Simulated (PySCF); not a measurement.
C₂H₄F₂OSi. Atoms are numbered in the order given.

```xyz
10

O     -1.9011     0.4956     0.0000
C     -0.7125     0.2339     0.0000
Si     0.6400     1.6522     0.0000
C     -0.2188    -1.2262     0.0000
F      0.5601    -1.4036    -1.1078
F      0.5601    -1.4036     1.1078
H      0.3808     2.4752     1.2279
H      2.0472     1.1341     0.0000
H      0.3808     2.4752    -1.2279
H     -1.0550    -1.9616     0.0000
```
Charge 0, spin multiplicity 1.

The structure is a stationary point at PBE-D3(BJ)/def2-SVP. The values are those of a single conformer.

Level of theory: HF/def2-TZVP (PySCF).

Symmetry labels are those of the subgroup Cs that the program uses (full group Cs).

Computed valence orbital energies around the gap with their symmetry:
```tsv
orbital	symmetry	energy (eV)
HOMO−7	A'	-17.93
HOMO−6	A"	-17.89
HOMO−5	A'	-16.45
HOMO−4	A'	-15.90
HOMO−3	A"	-15.21
HOMO−2	A'	-13.69
HOMO−1	A"	-13.51
HOMO	A'	-11.40
LUMO	A"	2.02
LUMO+1	A'	3.17
LUMO+2	A'	4.05
LUMO+3	A'	4.26
```
